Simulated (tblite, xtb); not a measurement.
CS2, charge +1, doublet, at a GFN2-xTB geometry (a state made from the parent by changing its charge; the spin is typed, not shown lowest). Base run: GFN1-xTB in xtb.

The xtb input:
```
$ xtb mol.xyz --gfn 1 --chrg 1 --uhf 1 --json

# file mol.xyz
3

S     -0.00000000    -0.00000000    -1.55963386
C      0.00000000     0.00000000     0.00000000
S      0.00000000     0.00000000     1.55963386
```

Programs used: tblite, xtb; a row that names a program was run with it.

Variants of this job, named by their change:

```
change                                                      ΔE vs base (mEh)  G_solv (kcal/mol)  SCF cycles
----------------------------------------------------------  ----------------  -----------------  ----------
base                                                                   0.000                  -           9
acc = 1000                                                             0.000                  -           7
gbsa = toluene                                                       -83.377             -52.53           9
program = tblite; method = gfn1; option = --spin-polarized            -4.493                  -           -
acc = 0.1                                                              0.000                  -           9
etemp = 10000                                                        -63.478                  -           9
etemp = 3000                                                         -11.884                  -           9
alpb = toluene                                                       -65.158             -41.00           9
program = tblite; method = gfn1                                        0.000                  -           -
program = tblite; method = gfn1; option = --grad                       0.000                  -           -
```

ALPB and GBSA are two models with their own fitted parameters for each solvent, which aren't always the measured dielectric constant.
